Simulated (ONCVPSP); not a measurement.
Zn: excitation energies, all-electron against ONCV

- Element: Zn
- Generator: ONCVPSP 4.0.1
- Type: optimised norm-conserving Vanderbilt (ONCV)
- Functional: PBE
- Relativity: scalar-relativistic
- Frozen core: [Ne]
- Valence charge: 20
- Reference configuration: 3s2 3p6 3d10 4s2
- Partial waves: 3s+4s: rc 1.30 bohr, ncon 3, nbas 8, qcut 7.4 1/bohr, 2 projectors; 3p: rc 1.00 bohr, ncon 5, nbas 8, qcut 14.5 1/bohr, 1 projector; 3d: rc 1.50 bohr, ncon 4, nbas 8, qcut 8.7 1/bohr, 1 projector
- Local potential: polynomial inside 1.00 bohr (lpopt 4, dvloc0 6 Ha)
- Core correction: Teter function fitted to the true core (icmod 2), fcfact 0.2

Energies are relative to the spin-unpolarised reference configuration 3s2 3p6 3d10 4s2; without spin polarisation the order of configurations can differ from experiment.

(1) Give the all-electron excitation energy and the error of the potential for: 3s2 3p6 3d10 4s1; 3s2 3p6 3d10 4s0; 3s2 3p6 3d9 4s0; 3s2 3p6 3d10 4s0 4p1.

Levels in the configuration 3s2 3p6 3d10 4s0:

| level | all-electron (eV) | pseudo (eV) |
| --- | --- | --- |
| 3s | -150.113 | -150.275 |
| 3p | -104.308 | -104.397 |
| 3d | -30.856 | -30.960 |

Answers

(1)

| valence configuration | charge | ΔE all-electron (eV) | error AE − PS (meV) |
| --- | --- | --- | --- |
| 3s2 3p6 3d10 4s1 | +1 | 9.889 | +1.9 |
| 3s2 3p6 3d10 4s0 | +2 | 28.331 | +7.6 |
| 3s2 3p6 3d9 4s0 | +3 | 68.865 | -57 |
| 3s2 3p6 3d10 4s0 4p1 | +1 | 16.213 | -82 |
